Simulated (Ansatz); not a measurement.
The first iterations of a band of BClF2 + FH (6 atoms, charge 0, multiplicity 1).

Computed with Ansatz 0.2.0, RKS PBE-D4/def2-SVP.

```
movable images  : 5
climbing image  : yes
spring          : 5.0 eV/Å²
optimiser       : quadratic models (default)
start path      : through a guess of the saddle point
force threshold : 0.05 eV/Å
iteration limit : 60
end points      : relaxed
```

Image 0:

```xyz
6
Properties=species:S:1:pos:R:3
B 0.000 0.148 0.122
Cl -0.008 0.542 1.875
F 1.148 0.198 -0.535
F -1.152 0.127 -0.530
F 0.069 -1.988 0.552
H 0.064 -1.757 1.469
```

Image 6:

```xyz
6
Properties=species:S:1:pos:R:3
B 0.015 -0.382 -0.449
Cl 0.007 0.072 2.494
F 1.144 0.269 -0.677
F -1.152 0.199 -0.672
F 0.055 -1.669 -0.104
H 0.051 -1.219 2.358
```

| iteration | highest image above the first end (eV) | largest band force component (eV/Å) |
| --- | --- | --- |
| 1 | 1.721 | 5.171 |
| 2 | 0.423 | 2.584 |

Q: Does the band converge within its limit, and where does its top end?

A: The run converged. It ended after 8 iterations with the highest image 0.255 eV above the first end. A vibrational analysis at the climbing image gives one clearly imaginary mode, 660i cm⁻¹: a first-order saddle point. The orbitals stay closed-shell, which can raise the energy where a bond breaks towards radicals; this wasn't checked here.

The run took 73 s on 1 thread of Arm Neoverse V2 (shared host), peak memory 0.14 GiB.
